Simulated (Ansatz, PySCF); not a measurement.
This Ansatz (a quantum-chemistry and plane-wave program) input computes a B3LYP/def2-TZVPD energy:

Ansatz 0.2 input:
```yaml
crystal:
  periodic: [false, false, false]
  atoms:
    - {symbol: Si, position_ang: [-0.02011609, -0.27959450, -0.28456747]}
    - {symbol: F, position_ang: [-0.50595615, -1.06363390, 1.04650347]}
    - {symbol: N, position_ang: [-0.99525930, 1.03488556, -0.76654242]}
    - {symbol: N, position_ang: [1.49898005, 0.37910508, 0.17371437]}
    - {symbol: H, position_ang: [-1.82600437, 0.90765839, -1.31989371]}
    - {symbol: H, position_ang: [-0.99689172, 1.90693749, -0.25623849]}
    - {symbol: H, position_ang: [2.10560996, -0.14580123, 0.78561337]}
    - {symbol: H, position_ang: [2.02647145, 0.92029915, -0.49427159]}
basis:
  gaussian:
    orbitals: def2-TZVPD
hamiltonian:
  xc: {name: B3LYP}
magnetization: {spin_polarized: true, initial_magnetization: 1}
output: {forces: true}
```

Task: Write an input for the same energy in PySCF and say what it gives.

Result: 
```python
from pyscf import gto, scf, dft

mol = gto.M(
    atom='''
    Si   -0.02011609   -0.27959450   -0.28456747
    F    -0.50595615   -1.06363390    1.04650347
    N    -0.99525930    1.03488556   -0.76654242
    N     1.49898005    0.37910508    0.17371437
    H    -1.82600437    0.90765839   -1.31989371
    H    -0.99689172    1.90693749   -0.25623849
    H     2.10560996   -0.14580123    0.78561337
    H     2.02647145    0.92029915   -0.49427159
    ''',
    basis='def2-tzvpd',
    charge=0,
    spin=1,
    verbose=4,
)

mf = dft.UKS(mol, xc='b3lyp').density_fit(auxbasis='def2-universal-jkfit')
mf.grids.level = 3
mf.conv_tol = 1e-9
mf.max_cycle = 100
mf.max_memory = 1500
mf.kernel()
if not mf.converged:
    mf = mf.newton()
    mf.kernel(mf.make_rdm1())
for _ in range(2):
    mo, _, stable, _ = mf.stability(return_status=True)
    if stable:
        break
    mf.kernel(mf.make_rdm1(mo, mf.mo_occ))
mf.analyze()
```
It gives -501.46217 Eh, and Ansatz -501.46211 Eh, a difference of 0.06 mEh, from the treatment of integrals and grids.

It need not be the lowest isomer of its formula.
